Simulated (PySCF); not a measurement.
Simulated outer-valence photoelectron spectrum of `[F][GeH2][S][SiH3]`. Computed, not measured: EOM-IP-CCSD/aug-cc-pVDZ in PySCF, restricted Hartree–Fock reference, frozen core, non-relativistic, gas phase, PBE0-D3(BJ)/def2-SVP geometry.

Each root has a Gaussian of 0.6 eV full width with its one-hole share as area; cross sections and vibrations are left out, and the highest printed point is 100.

| ionisation energy (eV) | intensity |
| --- | --- |
| 9.0 | 1 |
| 9.2 | 4 |
| 9.4 | 17 |
| 9.6 | 39 |
| 9.8 | 46 |
| 10.0 | 30 |
| 10.2 | 10 |
| 10.4 | 2 |
| 10.6 | 4 |
| 10.8 | 16 |
| 11.0 | 37 |
| 11.2 | 48 |
| 11.4 | 41 |
| 11.6 | 39 |
| 11.8 | 48 |
| 12.0 | 43 |
| 12.2 | 30 |
| 12.4 | 38 |
| 12.6 | 66 |
| 12.8 | 92 |
| 13.0 | 100 |
| 13.2 | 81 |
| 13.4 | 44 |
| 13.6 | 14 |
| 13.8 | 3 |
| 14.0 | 2 |
| 14.2 | 8 |
| 14.4 | 26 |
| 14.6 | 52 |
| 14.8 | 69 |
| 15.0 | 66 |
| 15.2 | 46 |
| 15.4 | 20 |
| 15.6 | 5 |
| 15.8 | 1 |

Task: Where are the maxima, and how many lines lie under the curve?

Result: 5 maxima, at 9.8, 11.2, 11.9, 13.0 and 14.9 eV, from 8 lines. At this width some lines have no maximum of their own.

Task: List the lines with their holes.

Result: 
| E (eV) | leading hole (HF orbital) | area | Koopmans (eV) |
| --- | --- | --- | --- |
| 9.76 | HOMO | 0.95 | 10.48 |
| 11.18 | HOMO-1 | 0.95 | 11.92 |
| 11.87 | HOMO-2 | 0.95 | 12.59 |
| 12.65 | HOMO-3 | 0.94 | 13.52 |
| 12.97 | HOMO-4 | 0.94 | 13.87 |
| 13.18 | HOMO-5 | 0.94 | 14.20 |
| 14.69 | HOMO-6 | 0.94 | 16.59 |
| 15.07 | HOMO-7 | 0.93 | 17.32 |

The widest gap, 1.51 eV, lies between 13.18 and 14.69 eV. Only orbitals with −ε under 21 eV, eight at most, were ionised, so the high end of the curve may lack lines.

Conformer computed: `[F:1][GeH2:2][S:3][SiH3:4]`: F1–Ge2–S3–Si4 52°.

One conformer stands for the species.
